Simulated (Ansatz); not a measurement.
Cl₂GeH₄NSi, SMILES `Cl[SiH][NH][GeH2][Cl]` radical, relaxed with UKS PBE0-D4/def2-TZVP in Ansatz from a GFN2-xTB geometry. The force threshold is 0.005 eV/Å; the program also tests the step.

The species carries charge 0 and has multiplicity 2.

Start:

```xyz
9

Cl    1.583   -1.758    0.471
Si    1.328    0.055    1.340
N     0.153    0.811    0.327
Ge   -0.662    0.054   -1.121
Cl   -2.029   -1.387   -0.451
H     0.790   -0.134    2.689
H    -0.111    1.755    0.560
H    -1.407    1.182   -1.790
H     0.354   -0.578   -2.026
```

Task: By how much does the energy fall, and how many steps does the optimiser take? (An estimate is asked.)

Result: Ansatz gave: 11.99 kJ/mol, in 20 steps, 3 of them rejected.

Task: Which bonds change most? (Best estimate.)

Result: The calculation gave: Ge4–Cl5 from 2.096 to 2.156 Å; Cl1–Si2 from 2.027 to 2.064 Å; Si2–H6 from 1.464 to 1.495 Å; Ge4–H9 from 1.500 to 1.527 Å.

Task: Give the relaxed structure. (An estimate is asked.)

Result: The calculation gave: 
```xyz
9

Cl    1.595   -1.957    0.783
Si    1.440    0.058    1.201
N     0.067    0.680    0.379
Ge   -0.682    0.125   -1.195
Cl   -2.229   -1.321   -0.786
H     1.233    0.239    2.670
H    -0.433    1.423    0.848
H    -1.374    1.320   -1.857
H     0.382   -0.567   -2.043
```
